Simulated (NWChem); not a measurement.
# A calculation on HB

```xyz
2

B      0.0000     0.0000     0.2087
H      0.0000     0.0000    -1.0435
```
Charge 0, spin multiplicity 1.

Everything below was run with NWChem. The geometry was optimised at PBE0/def2-SVP, a minimum by its harmonic frequencies.

Symmetry labels belong to the abelian group C2v used in the runs, with the axes of the coordinates shown; states degenerate in a higher group split over its labels.

The structure started from a generated list of species.

Question: List the lowest 6 singlet excitations that CIS/def2-SVPD gives, with oscillator strengths.

Answer: 
```
state  symmetry  energy (eV)  wavelength (nm)      f
-----  --------  -----------  ---------------  -----
1            b2         2.82              440  0.044
2            b1         2.82              440  0.044
3            a1         6.86              181  0.123
4            a1         9.64              129  0.454
5            a1         9.95              125  0.000
6            a2         9.95              125  0.000
```
